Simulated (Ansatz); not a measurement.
`CC[O][Sb]([SiH3])[Cl]`, 14 atoms. Total charge 0; spin multiplicity 1. Correlated methods include outer-core shells of Sb, which these sets cover unevenly. Sb: def2 effective core potential. Hardware: A = 2 threads of an AMD EPYC 7R13 on a shared host and a share of an NVIDIA H100 80 GB; B = 2 threads of an AMD EPYC 7R13 on a shared host. Correlated methods freeze the cores. Open-shell runs search over several starts.

**Question.** Give the basis size and wall time and peak host memory of each of these runs in Ansatz. RKS HSE06 (plane-wave form)-D4/def2-TZVPP energy [A]; RKS PBE0-D4/def2-QZVPP energy [A]; RKS CAM-B3LYP-D4/def2-TZVPP energy [A]; RKS PBE0-D4/def2-TZVP frequencies [A]; UKS B3LYP-D4/def2-TZVPP energy of the cation [A]; UHF-MP2/def2-QZVPP energy of the cation [A]; UKS PBE0-D4/def2-TZVPP energy of the cation [A]; RKS ωB97X-V/def2-TZVPP energy [A]; RKS ωB97M-V/def2-SVP energy [B]; UKS PBE-D4/def2-TZVPP energy of the cation [A]; UKS B2PLYP (frozen core)/def2-TZVPP energy of the cation [A]; RKS LC-ωPBE/def2-TZVPP energy [A]. (Best estimate.)

**Answer.** Computed: Other jobs shared the machine, so times are rough.

| level | job | functions | wall time | peak host memory (GiB) |
| --- | --- | --- | --- | --- |
| RKS LC-ωPBE/def2-TZVPP | energy [A] | 339 | 2.8 s | 0.89 |
| RKS CAM-B3LYP-D4/def2-TZVPP | energy [A] | 339 | 2.8 s | 0.89 |
| RKS HSE06 (plane-wave form)-D4/def2-TZVPP | energy [A] | 339 | 2.9 s | 0.88 |
| RKS PBE0-D4/def2-QZVPP | energy [A] | 633 | 3.2 s | 1.2 |
| RKS ωB97X-V/def2-TZVPP | energy [A] | 339 | 4.6 s | 0.96 |
| UKS PBE0-D4/def2-TZVPP | energy of the cation [A] | 339 | 5.5 s | 0.94 |
| UKS PBE-D4/def2-TZVPP | energy of the cation [A] | 339 | 6 s | 0.95 |
| UKS B3LYP-D4/def2-TZVPP | energy of the cation [A] | 339 | 7 s | 0.95 |
| UHF-MP2/def2-QZVPP | energy of the cation [A] | 633 | 10 s | 1.4 |
| UKS B2PLYP (frozen core)/def2-TZVPP | energy of the cation [A] | 339 | 10 s | 1.6 |
| RKS ωB97M-V/def2-SVP | energy [B] | 144 | 13 s | 0.64 |
| RKS PBE0-D4/def2-TZVP | frequencies [A] | 265 | 110 s | 0.98 |

B3LYP here is the variant with VWN-RPA as its local correlation; programs differ in this. LC-ωPBE has ω = 0.4 bohr⁻¹.
